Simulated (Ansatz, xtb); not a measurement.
**A geometry optimisation of C2HGeO− with r2SCAN-D4/def2-SVPD**

The starting geometry of this gas-phase singlet was built from a drawn formula by distance geometry and a force field; its bonds are those of `[C-]#C[O][GeH]`.

```xyz
5

C    -1.3793    0.9919    1.9228
C    -0.7813    0.6273    0.9302
Ge    0.6002    1.4975   -1.2903
O    -0.1189    0.2340   -0.1803
H     0.2760    2.8900   -0.7070
```

Predict what becomes of its bonds when it is optimised with r2SCAN-D4/def2-SVPD.

It keeps its bonds, and is `[C-]#C[O][GeH]`.

The energy falls by 0.35 eV over 7 steps:

| step | E − E(last) (eV) |
| --- | --- |
| 1 | 0.355 |
| 2 | 0.061 |
| 3 | 0.023 |
| 4 | 0.017 |
| 5 | 0.002 |
| 6 | 0.000 |
| 7 | 0.000 |

Final geometry (Å):

```xyz
5

C    -1.4492    0.8401    2.0292
C    -0.7972    0.6792    0.9557
Ge    0.6725    1.4394   -1.4166
O    -0.1359    0.4188   -0.1381
H     0.3066    2.8631   -0.7548
```

From the same start GFN2-xTB ends elsewhere, differing in Ge3–H5 (2.01 against 1.61 Å here).

No frequencies were run, so the end isn't proven a minimum. Run with Ansatz 0.2.0, 14 s on 2 threads of Arm Neoverse V1 (shared host).
